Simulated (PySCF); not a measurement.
AlClFH2N. Atoms are numbered in the order given.

```xyz
6

Al    -0.0684     0.4033     0.0000
F     -1.5949     1.0557     0.0000
Cl     0.1362    -1.6790     0.0000
N      1.3337     1.4563     0.0000
H      2.2960     1.1338     0.0000
H      1.2959     2.4707     0.0000
```
Charge 0, spin multiplicity 1.

The structure is a stationary point at B3LYP-D3(BJ)/def2-SVP. Other conformers were not sampled.

Level of theory: TDDFT-ωB97X/def2-SVPD (PySCF 2.14.0).

Vertical excitations. Gas-phase values at a fixed geometry. State labels are in the subgroup Cs.

Computed excitation energies, oscillator strengths and character:
| state | symmetry | energy (eV) | λ (nm) | f | main pairs |
|---|---|---|---|---|---|
| S1 | A" | 6.33 | 196 | 0.056 | HOMO→LUMO 90 % |
| S2 | A' | 7.79 | 159 | 0.018 | HOMO−1→LUMO 52 %, HOMO→LUMO+1 36 % |
| S3 | A' | 7.92 | 156 | 0.145 | HOMO→LUMO+1 59 %, HOMO−1→LUMO 31 % |
| S4 | A" | 7.97 | 155 | 0.094 | HOMO−2→LUMO 68 %, HOMO→LUMO+2 18 % |
| S5 | A" | 8.22 | 151 | 0.003 | HOMO→LUMO+2 69 %, HOMO−2→LUMO 14 % |
| S6 | A" | 8.61 | 144 | 0.000 | HOMO−1→LUMO+1 95 % |
| S7 | A" | 8.89 | 139 | 0.000 | HOMO→LUMO+3 47 %, HOMO→LUMO+6 13 %, HOMO→LUMO+10 11 %, HOMO→LUMO+9 10 % |
| S8 | A" | 9.02 | 137 | 0.000 | HOMO→LUMO+6 30 %, HOMO→LUMO+5 25 %, HOMO→LUMO+3 18 %, HOMO→LUMO+10 9 % |
| S9 | A' | 9.05 | 137 | 0.042 | HOMO−2→LUMO+1 64 %, HOMO−3→LUMO 25 % |
| S10 | A' | 9.36 | 132 | 0.279 | HOMO−3→LUMO 52 %, HOMO−2→LUMO+1 23 % |
| T1 | A" | 6.05 | 205 | 0 | HOMO→LUMO 86 % |
| T2 | A' | 6.91 | 180 | 0 | HOMO→LUMO+1 94 % |
| T3 | A' | 7.57 | 164 | 0 | HOMO−1→LUMO 78 %, HOMO−1→LUMO+2 14 % |
| T4 | A" | 7.73 | 160 | 0 | HOMO−2→LUMO 70 %, HOMO→LUMO+2 11 % |
Triplets are in the Tamm–Dancoff approximation, which puts them higher than full response would, so one can lie above its singlet here.
